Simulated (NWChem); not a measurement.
System: CH$_{5}$ClOSi; SMILES C[Si@H](O)Cl

```xyz
9

C     -1.4353    -1.2645     0.2402
Si     0.1009    -0.4198    -0.3854
O      1.4932    -1.0315     0.2711
Cl    -0.0693     1.5999     0.0844
H     -1.5664    -1.1042     1.3216
H     -1.3803    -2.3485     0.0527
H     -2.3272    -0.8687    -0.2696
H      0.2694    -0.5418    -1.8524
H      1.6238    -0.9316     1.2187
```
Atoms are numbered in this order, from 1.

Computed with NWChem. The geometry was optimised at PBE0/def2-SVP. Level: M06-2X/def2-SVP with SMD (1 M gas to 1 M solution), gas-phase geometry. Reactions with the solvent are ignored.

```csv
solvent,dielectric constant,solvation free energy (kcal/mol),cavity-dispersion-structure term (kcal/mol),dipole in solution (D)
water,78.4,-4.0,2.9,2.63
2-propanol,19.3,-6.7,-0.6,2.59
chloroform,4.71,-5.4,-1.2,2.48
n-hexane,1.88,-3.5,-1.7,2.29
chlorobenzene,5.70,-4.7,-1.4,2.48
1-octanol,9.86,-6.0,-0.1,2.57
```
